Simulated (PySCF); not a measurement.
Nickel: a sound run and one with changed settings

Sound run: Ni [Ar] 3d8 4s2, Ni⁺ [Ar] 3d9. All numbers are calculated (PySCF 2.14, scalar relativity by spin-free X2C-1e, in x2c-SVPall (5s3p3d1f, 36 functions)). The sound run starts from symmetry-adapted Hartree-Fock orbitals and uses a fine grid where one is needed.

Changed run: radial step 0.8 in ln r (0.13 in the sound run). This setting is unsound on purpose.

| species | method | sound run (hartree) | changed run (hartree) | converged |
| --- | --- | --- | --- | --- |
| Ni | UHF | -1518.83277 | -1518.83277 | yes |
| Ni | TPSS | -1520.31834 | -1520.25933 | yes |
| Ni | PBE | -1520.04783 | -1519.71908 | yes |
| Ni⁺ | UHF | -1518.53264 | -1518.53264 | yes |
| Ni⁺ | TPSS | -1520.04265 | -1520.02763 | yes |
| Ni⁺ | PBE | -1519.77096 | -1519.47805 | yes |

Ionisation energy of Ni:

| method | sound run (eV) | changed run (eV) |
| --- | --- | --- |
| UHF | 8.167 | 8.167 |
| TPSS | 7.502 | 6.305 |
| PBE | 7.534 | 6.559 |

A coarse radial grid mis-integrates the density and the exchange-correlation energy, with errors of either sign; Hartree-Fock needs no grid.

For comparison, NIST gives 7.640 eV between the lowest levels.
